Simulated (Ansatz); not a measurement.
`C[SiH2][SiH2]O` and `O[SiH2][SiH2]CF` differ in one atom or group.

Ansatz, PBE0-D4/def2-TZVP geometries, multiplicity 1. Each molecule was computed in one conformer, which needn't be the lowest.

```
                                          property  `C[SiH2][SiH2]O`
              HOMO–LUMO gap (PBE0/def2-TZVPP) / eV              7.23
                HOMO energy (PBE0/def2-TZVPP) / eV             -7.55
    size of the dipole moment (PBE/def2-TZVPP) / D              1.21
             HOMO energy (ωB97M-V/def2-TZVPP) / eV             -9.62
size of the dipole moment (ωB97M-V/def2-TZVPP) / D              1.23
             HOMO–LUMO gap (B3LYP/def2-TZVPP) / eV              6.83
```

Q: Give the same properties after the change, and the shifts. (Best estimate.)

A: The calculation gave: 
| property | `O[SiH2][SiH2]CF` | shift |
| --- | --- | --- |
| HOMO–LUMO gap (PBE0/def2-TZVPP) / eV | 7.11 | -0.12 |
| HOMO energy (PBE0/def2-TZVPP) / eV | -7.77 | -0.22 |
| size of the dipole moment (PBE/def2-TZVPP) / D | 1.27 | 0.06 |
| HOMO energy (ωB97M-V/def2-TZVPP) / eV | -9.85 | -0.23 |
| size of the dipole moment (ωB97M-V/def2-TZVPP) / D | 1.38 | 0.15 |
| HOMO–LUMO gap (B3LYP/def2-TZVPP) / eV | 6.72 | -0.11 |

With PBE0 the HOMO falls by 0.22 eV and the LUMO falls by 0.33 eV, so the gap narrows by about 0.11 eV. PBE moves the HOMO by -0.17 eV and ωB97M-V by -0.23 eV. Dipoles are sizes alone; their direction can turn.

B3LYP here is the variant with VWN-RPA as its local correlation; programs differ in this.
